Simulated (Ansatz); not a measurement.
`[SiH3][O][AlH][SiH3]` + NH₃ → `[NH2][AlH][SiH3]` + `O[SiH3]`  (ligand exchange at the Al–O bond)

Program: Ansatz. Geometries: PBE0-D4/def2-TZVP. ΔE: electronic, gas phase. CCSD(T)/CBS adds triple-zeta CCSD(T) − MP2 to the extrapolated MP2 energy (def2 sets, frozen cores). This one scheme is used for every species. Functionals use def2-TZVPP. B3LYP here is the variant with VWN-RPA as its local correlation; programs differ in this. Each species was taken in one conformer, which may not be the lowest.

`[SiH3][O][AlH][SiH3]`:

Z-matrix (Å, degrees):
```
Si
O 1 1.625
H 1 1.489 2 110.7
H 1 1.487 2 109.8 3 120.0
H 1 1.487 2 109.9 3 -120.1
Al 2 1.686 1 164.5 3 -3.5
Si 6 2.452 2 118.0 1 -3.0
H 6 1.583 2 116.8 1 177.7
H 7 1.491 6 111.5 2 140.2
H 7 1.490 6 112.2 2 18.8
H 7 1.492 6 110.3 2 -101.0
```

NH₃:

```xyz
4

N     0.071    0.043    0.269
H     0.673   -0.640   -0.174
H    -0.879   -0.296    0.180
H     0.135    0.894   -0.275
```

`[NH2][AlH][SiH3]`:

```xyz
9

N    -1.363   -0.864    1.147
Al    0.112    0.094    0.960
Si    0.891    0.553   -1.317
H    -1.907   -1.235    0.385
H    -1.780   -1.116    2.029
H     0.828    0.589    2.287
H     0.949    2.018   -1.594
H     0.004   -0.057   -2.350
H     2.266    0.019   -1.547
```

`O[SiH3]`:

Cartesian coordinates in Å:
```
O -0.871 0.362 0.868
Si 0.120 -0.124 -0.356
H -0.469 0.585 1.707
H 1.108 0.931 -0.714
H -0.764 -0.398 -1.511
H 0.877 -1.355 0.006
```

```json
{"level": "PBE-D4", "ΔE (kcal/mol)": "13.6", "difference from CCSD(T)/CBS": "-1.8"}
{"level": "r2SCAN-D4", "ΔE (kcal/mol)": "14.9", "difference from CCSD(T)/CBS": "-0.5"}
{"level": "PBE0-D4", "ΔE (kcal/mol)": "14.5", "difference from CCSD(T)/CBS": "-0.9"}
{"level": "B3LYP-D4", "ΔE (kcal/mol)": "15.8", "difference from CCSD(T)/CBS": "0.4"}
{"level": "ωB97X-V", "ΔE (kcal/mol)": "15.1", "difference from CCSD(T)/CBS": "-0.3"}
{"level": "ωB97M-V", "ΔE (kcal/mol)": "14.9", "difference from CCSD(T)/CBS": "-0.5"}
{"level": "B2PLYP", "ΔE (kcal/mol)": "15.4", "difference from CCSD(T)/CBS": "0.0"}
{"level": "PBE", "ΔE (kcal/mol)": "13.1", "difference from CCSD(T)/CBS": "-2.3"}
{"level": "r2SCAN", "ΔE (kcal/mol)": "14.7", "difference from CCSD(T)/CBS": "-0.7"}
{"level": "PBE0", "ΔE (kcal/mol)": "14.0", "difference from CCSD(T)/CBS": "-1.4"}
{"level": "B3LYP", "ΔE (kcal/mol)": "15.0", "difference from CCSD(T)/CBS": "-0.4"}
{"level": "HF/def2-TZVPP", "ΔE (kcal/mol)": "17.5", "difference from CCSD(T)/CBS": "2.1"}
{"level": "MP2/def2-TZVPP", "ΔE (kcal/mol)": "15.5", "difference from CCSD(T)/CBS": "0.1"}
{"level": "SCS-MP2/def2-TZVPP", "ΔE (kcal/mol)": "15.9", "difference from CCSD(T)/CBS": "0.5"}
{"level": "CCSD/def2-TZVPP", "ΔE (kcal/mol)": "15.8", "difference from CCSD(T)/CBS": "0.4"}
{"level": "CCSD(T)/def2-TZVPP", "ΔE (kcal/mol)": "15.5", "difference from CCSD(T)/CBS": "0.1"}
{"level": "HF/def2-QZVPP", "ΔE (kcal/mol)": "17.8", "difference from CCSD(T)/CBS": "2.4"}
{"level": "MP2/def2-QZVPP", "ΔE (kcal/mol)": "15.6", "difference from CCSD(T)/CBS": "0.2"}
{"level": "SCS-MP2/def2-QZVPP", "ΔE (kcal/mol)": "16.0", "difference from CCSD(T)/CBS": "0.6"}
{"level": "HF/CBS(def2)", "ΔE (kcal/mol)": "17.8", "difference from CCSD(T)/CBS": "2.4"}
{"level": "MP2/CBS(def2)", "ΔE (kcal/mol)": "15.5", "difference from CCSD(T)/CBS": "0.1"}
{"level": "CCSD/CBS(def2)", "ΔE (kcal/mol)": "15.8", "difference from CCSD(T)/CBS": "0.4"}
{"level": "CCSD(T)/CBS", "ΔE (kcal/mol)": "15.4", "difference from CCSD(T)/CBS": "0"}
```

Largest T1 diagnostic among the species: 0.013.

In def2-TZVPP, CCSD(T) changes the Hartree–Fock value by −2.0 kcal/mol (the triples alone add −0.3 kcal/mol) and MP2 by −2.0 kcal/mol. The D4 term adds +0.8 kcal/mol with B3LYP and +0.5 kcal/mol with PBE0; it sums over pairs of atoms, weighted by their polarisabilities, and B3LYP, whose exchange is more repulsive, gets the larger term. From PBE to PBE0 (25 % exact exchange), in def2-TZVPP and without D4, ΔE moves by +0.9 kcal/mol.
